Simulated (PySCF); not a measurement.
Species: C₈H₁₂.
Z-matrix (Å and degrees, GFN2-xTB geometry), rows numbered from 1:
```
C 
C   1  1.3318
C   2  1.4379  1  123.77
C   3  1.3438  2  123.85  1  -179.88
C   4  1.4365  3  123.90  2   179.59
C   5  1.3350  4  124.05  3  -179.75
C   6  1.4919  5  124.65  4  -179.88
C   7  1.5295  6  111.19  5   118.16
H   1  1.0779  2  121.51  3    -0.09
H   1  1.0761  2  122.04  3   179.92
H   2  1.0832  1  119.97  3  -179.88
H   3  1.0829  2  116.53  1    -0.01
H   4  1.0831  3  119.46  2    -0.28
H   5  1.0832  4  116.38  3    -0.26
H   6  1.0829  5  119.78  4    -0.97
H   7  1.0945  6  109.14  5  -121.88
H   7  1.0916  6  109.93  5    -3.46
H   8  1.0877  7  110.21  6   -60.69
H   8  1.0877  7  110.52  6    59.15
H   8  1.0875  7  110.45  6   179.27
```

The closed-shell SCF was solved with PySCF and density fitting under several settings on one GFN2-xTB geometry (grid level 2 and gas phase unless stated).

```
                                                             settings  basis functions  SCF cycles     E (Eh)  HOMO (eV)  LUMO (eV)  dipole (D)
                             B3LYP/pcseg-1, energy threshold 1e-08 Eh              172           9  -311.9798      -5.80      -1.38        0.82
PBE0/pcSseg-0, start guess huckel, fitting basis def2-universal-jkfit               96          12  -310.9531      -6.04      -1.18        0.68
```

**Question.** Estimate the row for these settings: PW91/def2-SVP.

**Answer.** 
| settings | basis functions | SCF cycles | E (Eh) | HOMO (eV) | LUMO (eV) | dipole (D) |
| --- | --- | --- | --- | --- | --- | --- |
| PW91/def2-SVP | 172 | 15 | -311.6515 | -5.06 | -1.99 | 0.86 |

**Question.** Over all rows, what range does the HOMO–LUMO gap span?

**Answer.** From 3.07 eV (PW91/def2-SVP) to 4.86 eV (PBE0/pcSseg-0, start guess huckel, fitting basis def2-universal-jkfit). The functional of the narrowest has no exact exchange, that of the widest 25 % exact exchange.

**Question.** And the dipole moment?

**Answer.** From 0.68 D (PBE0/pcSseg-0, start guess huckel, fitting basis def2-universal-jkfit) to 0.86 D (PW91/def2-SVP); the largest is 1.26 times the smallest, and the median is 0.82 D.

Whole jobs, the steps after the SCF included, on Arm Neoverse V1, one thread, no GPU, shared host:

| settings | work after the SCF | wall time | peak memory |
| --- | --- | --- | --- |
| B3LYP/pcseg-1, energy threshold 1e-08 Eh | spin–spin couplings from 20 perturbed nuclei, spin–dipole term left out | 35 s | 0.87 GiB |
| PBE0/pcSseg-0, start guess huckel, fitting basis def2-universal-jkfit | 12 singlets by TDA, 2 Tamm–Dancoff triplets, polarisability, density and orbital grids written | 19 s | 0.58 GiB |
| PW91/def2-SVP | shieldings, charges and field gradients, density and orbital grids written | 44 s | 0.63 GiB |

Cycle counts include a coarse-grid stage where the run had one.

One conformer stands for the species.
